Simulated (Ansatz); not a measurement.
Input (CCSDT(Q)/cc-pV(D+d)Z; Ansatz, a program for electronic structure): A basis named .json is the Basis Set Exchange file of that set.

Ansatz 0.2 input:
```yaml
crystal:
  periodic: [false, false, false]
  atoms:
    - {symbol: O, position_ang: [-1.37225235, 0.75929593, -0.01011644]}
    - {symbol: Si, position_ang: [0.19501886, 0.26985989, -0.24521878]}
    - {symbol: N, position_ang: [0.77373365, -1.15733703, 0.48289847]}
    - {symbol: H, position_ang: [0.14567695, 0.09786899, -1.72233284]}
    - {symbol: H, position_ang: [1.07996242, 1.36620063, 0.20813411]}
    - {symbol: H, position_ang: [0.41429875, -2.06906953, 0.24852096]}
    - {symbol: H, position_ang: [1.19168094, -1.14604689, 1.39938306]}
basis:
  gaussian:
    orbitals: cc-pV_D+d_Z.json
magnetization: {spin_polarized: true, initial_magnetization: 1}
correlation: {method: ccsdt_q, electrons: outside_noble_gas}
```

Output:

```
Functional definition: HF
integrals: 0.11 GiB planned
1367 factors; integrals over basis functions are off by at most 1.8e-7 eV
mean field: 0.32 GiB planned
mean field evaluation 1: about -11437.2347 eV, gradient 3.3e1 eV
mean field evaluation 2: about -11437.2734 eV, gradient 3.3e1 eV
mean field evaluation 4: about -11444.2376 eV, gradient 6.1e0 eV
mean field evaluation 8: about -11445.0876 eV, gradient 3.8e-1 eV
mean field evaluation 16: about -11445.1098 eV, gradient 2.6e-3 eV
mean field evaluation 32: about -11445.1003 eV, gradient 1.4e-1 eV
mean field evaluation 64: about -11440.2799 eV, gradient 2.5e1 eV
mean field evaluation 96: about -11444.8939 eV, gradient 1.3e-1 eV
mean field evaluation 128: about -11433.9207 eV, gradient 3.0e1 eV
mean field evaluation 160: about -11442.3109 eV, gradient 2.2e1 eV
mean field evaluation 192: about -11442.7620 eV, gradient 1.0e1 eV
mean field -11445.10978728 eV, -420.6000269084 hartree, gradient 1.1e-6 eV, S^2 0.756132; 6 other end points of the search recorded, 0 dependent functions left out
determinant -11445.10978728 eV, -420.6000269084 hartree, with singles and doubles -11457.37979953 eV, -421.0509415417 hartree
determinant -11444.89386530 eV, -420.5920919221 hartree, with singles and doubles -11457.11059257 eV, -421.0410483684 hartree
determinant -11445.10978728 eV, -420.6000269084 hartree, with singles and doubles -11457.38244794 eV, -421.0510388690 hartree
determinant -11444.89386530 eV, -420.5920919221 hartree, with singles and doubles -11457.11351134 eV, -421.0411556313 hartree
7 core orbitals not correlated
reference -11445.10978728 eV, -420.6000269084 hartree; 10, 9 occupied and 54, 55 virtual orbitals, 1367 factors
second order -11.18195629 eV of doubles, -0.00000000 eV of singles
coupled cluster: 5.18 GiB planned
cycle   1  -11.86897724 eV  change   -6.9e-1 eV  update   8.7e-2
cycle   2  -12.33388184 eV  change   -4.6e-1 eV  update   3.6e-2
cycle   3  -12.56724200 eV  change   -2.3e-1 eV  update   2.3e-2
cycle   4  -12.55604158 eV  change    1.1e-2 eV  update   1.0e-2
cycle   5  -12.55441846 eV  change    1.6e-3 eV  update   7.1e-3
cycle   6  -12.56438071 eV  change   -1.0e-2 eV  update   3.7e-3
cycle   7  -12.56616300 eV  change   -1.8e-3 eV  update   1.9e-3
cycle   8  -12.56538641 eV  change    7.8e-4 eV  update   8.9e-4
cycle   9  -12.56564876 eV  change   -2.6e-4 eV  update   5.8e-4
cycle  10  -12.56572691 eV  change   -7.8e-5 eV  update   4.4e-4
cycle  11  -12.56557291 eV  change    1.5e-4 eV  update   3.8e-4
cycle  12  -12.56564167 eV  change   -6.9e-5 eV  update   3.4e-4
cycle  13  -12.56561065 eV  change    3.1e-5 eV  update   3.0e-4
cycle  14  -12.56563345 eV  change   -2.3e-5 eV  update   2.7e-4
cycle  15  -12.56574666 eV  change   -1.1e-4 eV  update   2.5e-4
cycle  16  -12.56583431 eV  change   -8.8e-5 eV  update   2.3e-4
cycle  17  -12.56585064 eV  change   -1.6e-5 eV  update   2.1e-4
cycle  18  -12.56587415 eV  change   -2.4e-5 eV  update   1.9e-4
cycle  19  -12.56588767 eV  change   -1.4e-5 eV  update   1.6e-4
cycle  20  -12.56591494 eV  change   -2.7e-5 eV  update   1.3e-4
cycle  21  -12.56595867 eV  change   -4.4e-5 eV  update   7.9e-5
cycle  22  -12.56595861 eV  change    5.9e-8 eV  update   4.8e-5
cycle  23  -12.56594020 eV  change    1.8e-5 eV  update   2.9e-5
cycle  24  -12.56593089 eV  change    9.3e-6 eV  update   1.9e-5
cycle  25  -12.56592749 eV  change    3.4e-6 eV  update   1.2e-5
cycle  26  -12.56592237 eV  change    5.1e-6 eV  update   9.1e-6
cycle  27  -12.56592282 eV  change   -4.5e-7 eV  update   5.6e-6
cycle  28  -12.56592338 eV  change   -5.6e-7 eV  update   4.1e-6
cycle  29  -12.56592370 eV  change   -3.2e-7 eV  update   2.8e-6
cycle  30  -12.56592442 eV  change   -7.2e-7 eV  update   2.2e-6
perturbative correction -0.02534258 eV, -0.0009313225 hartree
Total energy: -11457.70105427 eV, -421.0627474358 hartree
```
